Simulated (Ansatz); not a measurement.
Total energies of H$_{4}$InOSi (`[SiH3][O][InH]`) radical.

```tsv
atom	x (Å)	y (Å)	z (Å)
Si1	-0.716	-0.836	-0.364
O2	0.499	0.197	-0.054
In3	0.950	1.812	1.039
H4	-1.063	-0.820	-1.813
H5	-1.952	-0.489	0.402
H6	-0.333	-2.228	0.007
H7	2.615	2.363	0.783
```

The species carries charge 0 and has multiplicity 2. Correlated methods include outer-core shells of In, which these sets cover unevenly. In takes the def2 core potential. All single points use the PBE0-D4/def2-TZVP geometry. Basis def2-TZVPP, Ansatz 0.2.0.

RPA on PBE orbitals: Hartree–Fock energy of these orbitals -555.35550 Eh, correlation -1.01798 Eh (frozen core).

| functional | energy without D4 (Eh) | D4 term (kJ/mol) |
| --- | --- | --- |
| LDA (SPW92) | -555.26233 | – |
| PBE | -557.07884 | -13.4 |
| revPBE | -557.27952 | -36.2 |
| BLYP | -557.25810 | -29.0 |
| r2SCAN | -557.32507 | -3.0 |
| B97M-V | -557.22232 | – |
| PBE0 | -557.10721 | -11.4 |
| B3LYP | -557.41335 | -22.0 |
| r2SCANh | -557.30434 | -3.3 |
| r2SCAN0 | -557.27449 | -3.7 |
| HSE06 (plane-wave form) | -557.09557 | -10.8 |
| BHLYP | -557.20341 | -19.5 |
| CAM-B3LYP | -557.27905 | -11.8 |
| LC-ωPBE | -557.20827 | – |
| ωB97X-V | -557.22040 | – |
| ωB97M-V | -557.20928 | – |
| B2PLYP | -556.93311 | – |
| PBE-QIDH | -556.80780 | – |

B3LYP takes the VWN-RPA correlation (the form of Gaussian; ORCA's B3LYP/G). HSE06 is the plane-wave form, built on full-range PBE exchange. The double hybrids freeze the cores in their second-order part.

LC-ωPBE has ω = 0.4 bohr⁻¹.
